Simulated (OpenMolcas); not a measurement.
Multiconfigurational calculation on Nb2+

Input:

```
&GATEWAY
Coord
1

Nb 0.0 0.0 0.0
Basis=ANO-R1
Group=XYZ
NoMove
AngMom=0.0 0.0 0.0
AMFI
&SEWARD
* reference wave functions (RASSCF and RASSI steps not shown): 3 electrons in 5 orbitals (4d)
>>> COPY JOB001 $Project.JobIph
&CASPT2
Multistate=10 1 2 3 4 5 6 7 8 9 10
Frozen=8 6
IPEA=0.25
Imaginary=0.1
MaxIter=60
WThr=0.0 0.3 0.05
PrWF=0.5
NoMix
>>> COPY JOB002 $Project.JobIph
&CASPT2
Multistate=40 1 2 3 4 5 6 7 8 9 10 11 12 13 14 15 16 17 18 19 20 21 22
23 24 25 26 27 28 29 30 31 32 33 34 35 36 37 38 39 40
Frozen=8 6
IPEA=0.25
Imaginary=0.1
MaxIter=60
WThr=0.0 0.3 0.05
PrWF=0.5
NoMix
```

Launched by
```bash
OMP_NUM_THREADS=1 MOLCAS_MEM=1689 MOLCAS_PROJECT=a pymolcas a.inp > a.log  # once for each step of the input, in one work folder
```

Output, cut to the results:

```
--- CASPT2 ---
Orbital specifications:
      -----------------------

      Symmetry species                           1   2
                                                ag  au
      Frozen orbitals                            8   6
      Inactive orbitals                          1   3
      Active orbitals                            5   0
      Secondary orbitals                         7  10
      Deleted orbitals                           0   0
      Number of basis functions                 21  19
Type of calculation                        MS-CASPT2
      Fock operator                              state-specific
      IPEA shift                                 0.25
      Real shift                                 0.00
      Imaginary shift                            0.10
      The input orbitals will be transformed to quasi-canonical
Reference energy:       -3816.5636187846
      E2 (Non-variational):      -0.1852396563
      Shift correction:          -0.0001591851
      E2 (Variational):          -0.1853988414
      Total energy:           -3816.7490176260
      Residual norm:              0.0000003319
      Reference weight:           0.95104
      Contributions to the CASPT2 correlation energy
      Active & Virtual Only:         -0.0153540543
      One Inactive Excited:          -0.0820531699
      Two Inactive Excited:          -0.0878324321
Reference energy:       -3816.5636187846
      E2 (Non-variational):      -0.1850178841
      Shift correction:          -0.0001581707
      E2 (Variational):          -0.1851760548
      Total energy:           -3816.7487948394
      Residual norm:              0.0000003079
      Reference weight:           0.95118
      Contributions to the CASPT2 correlation energy
      Active & Virtual Only:         -0.0152937413
      One Inactive Excited:          -0.0819797719
      Two Inactive Excited:          -0.0877443709
::    CASPT2 Root  1     Total energy:  -3816.74901763
::    CASPT2 Root  2     Total energy:  -3816.74879484
::    CASPT2 Root  3     Total energy:  -3816.74820585
::    CASPT2 Root  4     Total energy:  -3816.74777510
::    CASPT2 Root  5     Total energy:  -3816.74909717
::    CASPT2 Root  6     Total energy:  -3816.74792047
::    CASPT2 Root  7     Total energy:  -3816.74881872
::    CASPT2 Root  8     Total energy:  -3816.70821807
::    CASPT2 Root  9     Total energy:  -3816.70821808
::    CASPT2 Root 10     Total energy:  -3816.70821808
::    MS-CASPT2 Root  1     Total energy:  -3816.74955092
::    MS-CASPT2 Root  2     Total energy:  -3816.74933804
::    MS-CASPT2 Root  3     Total energy:  -3816.74911923
::    MS-CASPT2 Root  4     Total energy:  -3816.74850613
::    MS-CASPT2 Root  5     Total energy:  -3816.74817123
::    MS-CASPT2 Root  6     Total energy:  -3816.74787879
::    MS-CASPT2 Root  7     Total energy:  -3816.74709641
::    MS-CASPT2 Root  8     Total energy:  -3816.70821601
::    MS-CASPT2 Root  9     Total energy:  -3816.70820557
::    MS-CASPT2 Root 10     Total energy:  -3816.70820169
--- CASPT2 ---
Orbital specifications:
      -----------------------

      Symmetry species                           1   2
                                                ag  au
      Frozen orbitals                            8   6
      Inactive orbitals                          1   3
      Active orbitals                            5   0
      Secondary orbitals                         7  10
      Deleted orbitals                           0   0
      Number of basis functions                 21  19
Type of calculation                        MS-CASPT2
      Fock operator                              state-specific
      IPEA shift                                 0.25
      Real shift                                 0.00
      Imaginary shift                            0.10
      The input orbitals will be transformed to quasi-canonical
Reference energy:       -3816.5129432601
      E2 (Non-variational):      -0.1926970514
      Shift correction:          -0.0003690942
      E2 (Variational):          -0.1930661456
      Total energy:           -3816.7060094057
      Residual norm:              0.0000001674
      Reference weight:           0.94417
      Contributions to the CASPT2 correlation energy
      Active & Virtual Only:         -0.0199656402
      One Inactive Excited:          -0.0836992581
      Two Inactive Excited:          -0.0890321531
Reference energy:       -3816.5129432601
      E2 (Non-variational):      -0.1926731852
      Shift correction:          -0.0004677512
      E2 (Variational):          -0.1931409364
      Total energy:           -3816.7060841965
      Residual norm:              0.0000001521
      Reference weight:           0.94326
      Contributions to the CASPT2 correlation energy
      Active & Virtual Only:         -0.0200299609
      One Inactive Excited:          -0.0836678736
      Two Inactive Excited:          -0.0889753507
::    CASPT2 Root  1     Total energy:  -3816.70600941
::    CASPT2 Root  2     Total energy:  -3816.70608420
::    CASPT2 Root  3     Total energy:  -3816.70603265
::    CASPT2 Root  4     Total energy:  -3816.70602680
::    CASPT2 Root  5     Total energy:  -3816.70610781
::    CASPT2 Root  6     Total energy:  -3816.70616330
::    CASPT2 Root  7     Total energy:  -3816.70607305
::    CASPT2 Root  8     Total energy:  -3816.70607473
::    CASPT2 Root  9     Total energy:  -3816.70613727
::    CASPT2 Root 10     Total energy:  -3816.68820498
::    CASPT2 Root 11     Total energy:  -3816.69165270
::    CASPT2 Root 12     Total energy:  -3816.68884417
::    CASPT2 Root 13     Total energy:  -3816.68906455
::    CASPT2 Root 14     Total energy:  -3816.69154590
::    CASPT2 Root 15     Total energy:  -3816.69018741
::    CASPT2 Root 16     Total energy:  -3816.69140212
::    CASPT2 Root 17     Total energy:  -3816.68948023
::    CASPT2 Root 18     Total energy:  -3816.69391444
::    CASPT2 Root 19     Total energy:  -3816.69032357
...
```

Levels above the lowest, from the spin-orbit matrix with the single-state CASPT2 energies, averaged by term, on its diagonal:

```json
{"Configuration": "4d³", "Term": "⁴F", "J": "3/2", "E (cm⁻¹)": "0.0", "Measured (cm⁻¹)": "0.0", "g": "0.402", "Term weight %": "99"}
{"Configuration": "4d³", "Term": "⁴F", "J": "5/2", "E (cm⁻¹)": "525", "Measured (cm⁻¹)": "516", "g": "1.029", "Term weight %": "100"}
{"Configuration": "4d³", "Term": "⁴F", "J": "7/2", "E (cm⁻¹)": "1202", "Measured (cm⁻¹)": "1177", "g": "1.238", "Term weight %": "100"}
{"Configuration": "4d³", "Term": "⁴F", "J": "9/2", "E (cm⁻¹)": "1987", "Measured (cm⁻¹)": "1939", "g": "1.332", "Term weight %": "99"}
{"Configuration": "4d³", "Term": "⁴P", "J": "1/2", "E (cm⁻¹)": "9480", "Measured (cm⁻¹)": "8664", "g": "2.611", "Term weight %": "97"}
{"Configuration": "4d³", "Term": "⁴P", "J": "3/2", "E (cm⁻¹)": "9560", "Measured (cm⁻¹)": "8608", "g": "1.693", "Term weight %": "91"}
{"Configuration": "4d³", "Term": "²G", "J": "7/2", "E (cm⁻¹)": "10130", "Measured (cm⁻¹)": "9236", "g": "0.890", "Term weight %": "100"}
{"Configuration": "4d³", "Term": "⁴P", "J": "5/2", "E (cm⁻¹)": "10290", "Measured (cm⁻¹)": "9594", "g": "1.597", "Term weight %": "99"}
{"Configuration": "4d³", "Term": "²G", "J": "9/2", "E (cm⁻¹)": "10700", "Measured (cm⁻¹)": "9804", "g": "1.097", "Term weight %": "91"}
{"Configuration": "4d³", "Term": "²D(1)", "J": "3/2", "E (cm⁻¹)": "12720", "Measured (cm⁻¹)": "", "g": "0.994", "Term weight %": "67"}
{"Configuration": "4d³", "Term": "²P", "J": "1/2", "E (cm⁻¹)": "13580", "Measured (cm⁻¹)": "", "g": "0.725", "Term weight %": "97"}
{"Configuration": "4d³", "Term": "²H", "J": "9/2", "E (cm⁻¹)": "13980", "Measured (cm⁻¹)": "12916", "g": "0.925", "Term weight %": "92"}
{"Configuration": "4d³", "Term": "²D(1)", "J": "5/2", "E (cm⁻¹)": "14160", "Measured (cm⁻¹)": "13094", "g": "1.204", "Term weight %": "99"}
{"Configuration": "4d³", "Term": "²H", "J": "11/2", "E (cm⁻¹)": "14320", "Measured (cm⁻¹)": "13264", "g": "1.091", "Term weight %": "100"}
{"Configuration": "4d³", "Term": "²P", "J": "3/2", "E (cm⁻¹)": "14980", "Measured (cm⁻¹)": "", "g": "1.179", "Term weight %": "67"}
{"Configuration": "4d³", "Term": "²F", "J": "7/2", "E (cm⁻¹)": "22160", "Measured (cm⁻¹)": "19861", "g": "1.143", "Term weight %": "100"}
{"Configuration": "4d³", "Term": "²F", "J": "5/2", "E (cm⁻¹)": "22400", "Measured (cm⁻¹)": "19975", "g": "0.859", "Term weight %": "99"}
{"Configuration": "4d³", "Term": "²D(2)", "J": "5/2", "E (cm⁻¹)": "34260", "Measured (cm⁻¹)": "", "g": "1.199", "Term weight %": "99"}
{"Configuration": "4d³", "Term": "²D(2)", "J": "3/2", "E (cm⁻¹)": "34540", "Measured (cm⁻¹)": "", "g": "0.800", "Term weight %": "100"}
```

Against the 13 measured excited levels shown (the list in Shadmi, J. Res. Natl. Bur. Stand. 70A, 435 (1966)) the mean absolute deviation is 940 cm-1; the largest miss in energy is 4d³ ²F_5/2: computed 22400, measured 19975 cm⁻¹ (+12.1 %).

CASPT2 does not keep the components of a term degenerate, so their means are used; among the terms shown or strongly mixed into the levels shown the widest spread is 930 cm-1 (4d³ ²H). Levels of configurations with an s electron are missing; early in the row they begin among the upper levels of the d shell and mix with terms of their name. The CASPT2 spread within a term exceeds the gap to the next term for 4d³ ²D(1) and 4d³ ²P, 4d³ ²P and 4d³ ²H, so the order of their levels is uncertain, and so are names and mixing where such terms share a J. Measured partners are found by configuration, term and J. A level has none where our copy of the source lacks it or the pairing is in doubt (some pairs that miss far off the trend of their configuration count as doubtful), and it then counts in no deviation. Only configurations of the active space appear.

The term weight is that of the spin-free term in the level, not the purity of its configuration. A number in round brackets counts repeated terms of one configuration in the order of the reference energies.
